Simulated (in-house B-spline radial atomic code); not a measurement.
The numbers below are computed, except where a source is named.
**From levels and matrix elements to observables: neutral potassium**

One electron outside the [Ne] 3s2 3p6 core, from a B-spline radial code for spherical atoms: Brueckner orbitals with a screened correlation potential on Dirac-Hartree-Fock, Breit and QED terms for the lowest states, dipole elements in length form with static core polarisation. The core's own polarisability, by RPA, is 5.458 bohr³.

| state | removal energy (cm⁻¹) | size of the reduced dipole element to 4s1/2 (a.u.) |
| --- | --- | --- |
| 4s1/2 | 35020 | - |
| 5s1/2 | 13978 | - |
| 4p1/2 | 22029 | 4.12 |
| 4p3/2 | 21970 | 5.826 |
| 5p1/2 | 10309 | 0.2617 |
| 5p3/2 | 10290 | 0.3867 |

Use R = 109737.3 cm⁻¹, 1 hartree = 219474.6 cm⁻¹, c = 137.036 and 1 a.u. of rate = 4.1341e16 s⁻¹.

Question: Find the quantum defects of the two s states and predict 6s1/2.

Answer: With n* = √(R/E): 4s1/2 has n* = 1.7702, δ = 2.2298; 5s1/2 has n* = 2.8019, δ = 2.1981. Ritz's form δ = δ0 + b/n*² gives b = 0.165, δ0 = 2.1770, so with n* ≈ 6 − 2.1981, δ = 2.1885 and E = R × 1²/(6 − 2.1885)² = 7554 cm⁻¹. The program finds 7553 cm⁻¹.

Question: What are the wavelength, oscillator strength and rate of 4s1/2–4p3/2?

Answer: ΔE = 13050 cm⁻¹ = 0.05946 hartree, λ = 766.28 nm in vacuum. f = (2/3) ΔE D²/(2j + 1 of the lower state) = (2/3) × 0.05946 × 5.826²/2 = 0.6727. A = (4/3) ΔE³ D²/(c³ (2j' + 1)) = 9.2426e-10 a.u. = 3.821e+07 s⁻¹, a partial lifetime of 26.17 ns.

Question: Estimate the static polarisability of 4s1/2.

Answer: Each p state adds (2/3) D²/(2 ΔE): 4p1/2 95.59, 4p3/2 190.3, 5p1/2 0.2028, 5p3/2 0.4424. With the core the sum is 292 bohr³. The program's sum over the whole spectrum, Pauli blocking of the core included, is 292.1; the recommended value is 289.7 (Schwerdtfeger and Nagle, table of static dipole polarizabilities (2023 update)).
